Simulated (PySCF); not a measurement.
Fractional electron number in Ta⁻ (tantalum, charge -1)

The 5d alpha orbital of [Xe] 4f14 5d4 6s2 is emptied in steps (occupation f), with all orbitals relaxed, ending at [Xe] 4f14 5d3 6s2. Computed with PySCF 2.14 in aug-cc-pVDZ-PP with ECP60MDF (5s5p4d2f, 54 functions), with a scalar-relativistic core potential. The exact energy is a straight line in f; departures are measured from the line between the end points of the same method.

| f | PBE0 (eV) | r2SCAN (eV) |
| --- | --- | --- |
| 1 | 0.000 | 0.000 |
| 0.9 | -0.149 | -0.219 |
| 0.7 | -0.365 | -0.533 |
| 0.5 | -0.452 | -0.659 |
| 0.3 | -0.393 | -0.573 |
| 0.1 | -0.173 | -0.253 |
| 0 | 0.000 | 0.000 |

```csv
method,E(f=0) − E(f=1) (eV),−ε at f=1 (eV),−ε at f=0.5 (eV)
PBE0,0.482,-1.131,0.399
r2SCAN,0.584,-1.792,0.464
```

Orbital energy along the path (eV):

```
  f    PBE0  r2SCAN
  1   1.131   1.792
0.9   0.882   1.410
0.7   0.294   0.541
0.5  -0.399  -0.464
0.3  -1.172  -1.586
0.1  -1.999  -2.797
  0  -2.420  -3.421
```

At f = 1 the orbital energy is positive for PBE0, r2SCAN: only the finite basis holds the electron.

Reference removal energy between the ground levels: 0.329 eV (measured; photodetachment measurements, as compiled on the Wikipedia data page of electron affinities). The calculation has no spin-orbit coupling. The determinant left behind need not be the lowest term of the ion.
